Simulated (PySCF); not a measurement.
# Cd(26+): ionisation energy

Cd(26+) [Ar] 3d4 (5D) → Cd(27+) [Ar] 3d3 (4F), as a difference of total energies. All numbers are calculated (PySCF 2.14, the spin-free X2C one-electron Hamiltonian (Gaussian nucleus), in an uncontracted even-tempered set (18 s from 3.4 bohr⁻², ratio 2.5; 12 p from 4.4 bohr⁻², ratio 2.5; 8 d from 4.4 bohr⁻², ratio 2.5; 4 f from 17 bohr⁻², ratio 2.7; 3 g from 25 bohr⁻², ratio 2.7)). Correlated levels: outer shells: [Ne] frozen; virtual orbitals above 40 to 60 times the deepest correlated orbital energy dropped. The calculations carry no spin-orbit coupling.

| method | ionisation energy (eV) |
| --- | --- |
| UHF | 1399.8 |
| LDA | 1400.3 |
| PBE | 1399.4 |
| PBE0 | 1400.0 |
| BLYP | 1399.2 |
| MP2 (outer shells) | 1400.5 |
| SCS-MP2 (outer shells) | 1400.0 |

Q: Estimate what r2SCAN gives.

A: 1399.3 eV, closest to PBE among the rows shown.

Q: Estimate what M06-2X gives.

A: 1401.4 eV, closest to MP2 (outer shells) among the rows shown.

A first-order spin-orbit estimate (lowest level to lowest level, LS coupling) adds -1.892 eV.

Breit and QED terms and the two-electron picture change are absent.

For comparison: 1401 ± 4 eV (theoretical estimate listed by NIST; NIST Atomic Spectra Database, ionization energies).
